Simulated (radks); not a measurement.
Question: Species: the promethium ion Pm9+. Configuration: [Kr] 4d10 4f(5/2: 1, 7/2: 0) 5s1 5p(1/2: 2, 3/2: 2) (not the ground configuration). All-electron calculation, Dirac Kohn-Sham, PBE, spin-unpolarised, spherical densities, finite nucleus; Fermi nuclear charge, rms radius 4.962 fm. Program: a radial shooting solver on a logarithmic mesh with Libxc functionals.

Spin-orbit splittings of the eigenvalues, e(l+1/2) - e(l-1/2), with zeta = 2 splitting/(2l+1) and mean radii in bohr:

| shell | occ. | splitting (eV) | zeta (eV) | <r> j=l-1/2 | <r> j=l+1/2 |
|---|---|---|---|---|---|
| 2p | 6 | 560.0 | 373.3 | 0.08246 | 0.08898 |
| 3p | 6 | 112.6 | 75.07 | 0.2498 | 0.2624 |
| 3d | 10 | 24.37 | 9.748 | 0.2339 | 0.2379 |
| 4p | 6 | 25.59 | 17.06 | 0.5982 | 0.6245 |
| 4d | 10 | 4.729 | 1.892 | 0.6572 | 0.6658 |
| 4f | 1 | 0.7389 | 0.2111 | 0.7513 | 0.7555 |
| 5p | 4 | ? | ? | 1.326 | 1.374 |

Estimate the 5p splitting.

Answer: 5.755 eV (zeta = 3.836 eV).
